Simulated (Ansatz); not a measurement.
Gas-phase electronic energies from Ansatz, PBE0-D4/def2-TZVP geometries. CBS: MP2 limit from def2 TZ/QZ plus the TZ coupled-cluster correction, frozen cores. This one scheme is used for every species. DFT in def2-TZVPP. One conformer a species, not always the lowest.

`[SiH3]N[SiH3]` + `CO[Si](C)(N)O` → `CO[Si](N)(O)[SiH3]` + `CN[SiH3]`  (redistribution)

(1) Is it downhill or uphill in electronic energy at CCSD(T)/CBS, and by how much? (Estimate.)

(2) What do these levels give: PBE-D4, PBE0-D4, ωB97X-V, B2PLYP, PBE, r2SCAN, PBE0, MP2/def2-TZVPP, SCS-MP2/def2-TZVPP, MP2/def2-QZVPP, SCS-MP2/def2-QZVPP, MP2/CBS(def2)? (An estimate is asked.)

Largest T1 diagnostic among the species: 0.012.

Results:

(1) The calculation gave: Uphill: ΔE = +153.0 kJ/mol.

(2) Computed: PBE-D4 125.7, PBE0-D4 136.2, ωB97X-V 145.1, B2PLYP 151.0, PBE 125.3, r2SCAN 146.5, PBE0 136.1, MP2/def2-TZVPP 161.7, SCS-MP2/def2-TZVPP 158.4, MP2/def2-QZVPP 163.1, SCS-MP2/def2-QZVPP 159.9, MP2/CBS(def2) 163.6 kJ/mol.

From PBE to PBE0 (25 % exact exchange), in def2-TZVPP and without D4, ΔE moves by +10.8 kJ/mol.
